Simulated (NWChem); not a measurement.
System: C2H4BF2N; SMILES C=C(F)B(N)F

NWChem input:

```
start job
memory heap 200 mb stack 900 mb global 1100 mb
geometry units angstroms noautosym
  C     -1.198129    -1.548022     0.148741
  C     -0.071548    -0.808829     0.003911
  F      1.125962    -1.447948    -0.136661
  B      0.047149     0.768687     0.000328
  N     -1.068292     1.621446    -0.128882
  F      1.281307     1.313738     0.133058
  H     -1.161252    -2.648212     0.148310
  H     -2.184729    -1.063059     0.288711
  H     -2.034372     1.299541    -0.295541
  H     -0.964015     2.636199    -0.099895
end
basis spherical
  * library def2-svp
end
dft
  xc xpbe96 cpbe96
  disp vdw 4
  grid fine
  iterations 150
end
driver
  maxiter 120
  tight
end
task dft optimize
task dft freq
```

NWChem printed, in part:

```
             Northwest Computational Chemistry Package (NWChem) 7.3.0
             --------------------------------------------------------

                             Geometry "geometry" -> ""
                             -------------------------

 Output coordinates in angstroms (scale by  1.889725989 to convert to a.u.)

  No.       Tag          Charge          X              Y              Z
 ---- ---------------- ---------- -------------- -------------- --------------
    1 C                    6.0000    -1.20814404    -1.54952265     0.14820761
    2 C                    6.0000    -0.08156304    -0.81032965     0.00337761
    3 F                    9.0000     1.11594696    -1.44944865    -0.13719439
    4 B                    5.0000     0.03713396     0.76718635    -0.00020539
    5 N                    7.0000    -1.07830704     1.61994535    -0.12941539
    6 F                    9.0000     1.27129196     1.31223735     0.13252461
    7 H                    1.0000    -1.17126704    -2.64971265     0.14777661
    8 H                    1.0000    -2.19474404    -1.06455965     0.28817761
    9 H                    1.0000    -2.04438704     1.29804035    -0.29607439
   10 H                    1.0000    -0.97403004     2.63469835    -0.10042839

 Effective nuclear repulsion energy (a.u.)     214.1128364094

                                Z-matrix (autoz)
                                --------

 Units are Angstrom for bonds and degrees for angles

      Type          Name      I     J     K     L     M      Value
      ----------- --------  ----- ----- ----- ----- ----- ----------
    1 Stretch                  1     2                       1.35520
    2 Stretch                  1     7                       1.10081
    3 Stretch                  1     8                       1.10822
    4 Stretch                  2     3                       1.36465
    5 Stretch                  2     4                       1.58198
    6 Stretch                  4     5                       1.41000
    7 Stretch                  4     6                       1.35567
    8 Stretch                  5     9                       1.03185
    9 Stretch                  5    10                       1.02051
   10 Bend                     1     2     3               119.01509
   11 Bend                     1     2     4               127.33871
   12 Bend                     2     1     7               121.14815
   13 Bend                     2     1     8               120.98922
   14 Bend                     2     4     5               122.95214
   15 Bend                     2     4     6               117.96953
   16 Bend                     3     2     4               113.63721
   17 Bend                     4     5     9               124.52698
   18 Bend                     4     5    10               121.19448
   19 Bend                     5     4     6               119.07787
   20 Bend                     7     1     8               117.85471
   21 Bend                     9     5    10               114.23415
   22 Torsion                  1     2     4     5         -13.81002
   23 Torsion                  1     2     4     6         165.94099
   24 Torsion                  2     4     5     9          -4.41129
   25 Torsion                  2     4     5    10         178.15443
   26 Torsion                  3     2     1     7          -0.37703
   27 Torsion                  3     2     1     8         178.57726
   28 Torsion                  3     2     4     5         167.30164
   29 Torsion                  3     2     4     6         -12.94736
   30 Torsion                  4     2     1     7        -179.21247
   31 Torsion                  4     2     1     8          -0.25819
   32 Torsion                  6     4     5     9         175.84034
   33 Torsion                  6     4     5    10          -1.59395

  pbe96 is a nonlocal functional; adding pw91lda local functional.

                           NWChem Geometry Optimization
                           ----------------------------

 maximum gradient threshold         (gmax) =   0.000015
 rms gradient threshold             (grms) =   0.000010
 maximum cartesian step threshold   (xmax) =   0.000060
 rms cartesian step threshold       (xrms) =   0.000040
 fixed trust radius                (trust) =   0.300000
 source of zmatrix                         =   autoz

          -------------------
          Energy Minimization
          -------------------

 Using diagonal initial Hessian
 Scaling for Hessian diagonals: bonds = 1.00  angles = 0.25  torsions = 0.10

          --------
          Step   0

                                 NWChem DFT Module
                                 -----------------

 Summary of "ao basis" -> "ao basis" (spherical)
 ------------------------------------------------------------------------------
       Tag                 Description            Shells   Functions and Types
 ---------------- ------------------------------  ------  ---------------------
 C                          def2-svp                 6       14   3s2p1d
 F                          def2-svp                 6       14   3s2p1d
 B                          def2-svp                 6       14   3s2p1d
 N                          def2-svp                 6       14   3s2p1d
 H                          def2-svp                 3        5   2s1p

[...]

      ----------------------
      Optimization converged
      ----------------------

  Step       Energy      Delta E   Gmax     Grms     Xrms     Xmax
  ---- ---------------- -------- -------- -------- -------- --------
@   26    -357.33424881  1.3D-08  0.00001  0.00000  0.00001  0.00003
                                     ok       ok       ok       ok

                                Z-matrix (autoz)
                                --------

 Units are Angstrom for bonds and degrees for angles

[...]

 Rotational Constants
 --------------------
 A=   0.169764 cm-1  (  0.244247 K)
 B=   0.097727 cm-1  (  0.140605 K)
 C=   0.063821 cm-1  (  0.091822 K)

 Temperature                      =   298.15K
 frequency scaling parameter      =   1.0000

 Zero-Point correction to Energy  =   41.888 kcal/mol  (  0.066753 au)
 Thermal correction to Energy     =   46.056 kcal/mol  (  0.073395 au)
 Thermal correction to Enthalpy   =   46.648 kcal/mol  (  0.074338 au)

 Total Entropy                    =   80.729 cal/mol-K
   - Translational                =   39.421 cal/mol-K (mol. weight =  91.0405)
   - Rotational                   =   26.812 cal/mol-K (symmetry #  =        1)
   - Vibrational                  =   14.496 cal/mol-K

 Cv (constant volume heat capacity) =   23.178 cal/mol-K
   - Translational                  =    2.979 cal/mol-K
   - Rotational                     =    2.979 cal/mol-K
   - Vibrational                    =   17.219 cal/mol-K

[normal modes left out]

 ----------------------------------------------------------------------------
 Normal Eigenvalue ||           Projected Infra Red Intensities
  Mode   [cm**-1]  || [atomic units] [(debye/angs)**2] [(KM/mol)] [arbitrary]
 ------ ---------- || -------------- ----------------- ---------- -----------
    1       -0.000 ||    0.001138           0.026         1.109       0.312
    2       -0.000 ||    0.003694           0.085         3.601       1.014
    3       -0.000 ||    0.000186           0.004         0.181       0.051
    4       -0.000 ||    0.001052           0.024         1.025       0.289
    5        0.000 ||    0.000786           0.018         0.766       0.216
    6        0.000 ||    0.000042           0.001         0.041       0.012
    7       46.534 ||    0.000899           0.021         0.876       0.247
    8      180.872 ||    0.001080           0.025         1.053       0.296
    9      287.624 ||    0.001320           0.030         1.286       0.362
   10      322.082 ||    0.000323           0.007         0.315       0.089
   11      416.468 ||    0.011909           0.275        11.610       3.270
   12      453.824 ||    0.152798           3.525       148.955      41.950
   13      500.292 ||    0.011403           0.263        11.117       3.131
   14      561.184 ||    0.003956           0.091         3.857       1.086
   15      659.798 ||    0.023407           0.540        22.818       6.426
   16      682.526 ||    0.007108           0.164         6.929       1.951
   17      725.952 ||    0.000444           0.010         0.432       0.122
   18      839.548 ||    0.049492           1.142        48.247      13.588
   19      853.982 ||    0.006516           0.150         6.353       1.789
   20      918.927 ||    0.027692           0.639        26.995       7.603
   21     1153.475 ||    0.112058           2.585       109.239      30.765
   22     1313.609 ||    0.054415           1.255        53.047      14.939
   23     1355.299 ||    0.271434           6.262       264.607      74.521
   24     1379.017 ||    0.032696           0.754        31.873       8.976
   25     1547.583 ||    0.201876           4.657       196.798      55.424
   26     1654.377 ||    0.031646           0.730        30.850       8.688
   27     3094.024 ||    0.000051           0.001         0.050       0.014
   28     3197.852 ||    0.002111           0.049         2.058       0.580
   29     3530.044 ||    0.046680           1.077        45.506      12.816
   30     3640.159 ||    0.034510           0.796        33.642       9.475
 ----------------------------------------------------------------------------
```

Level: PBE-D3(BJ)/def2-SVP.
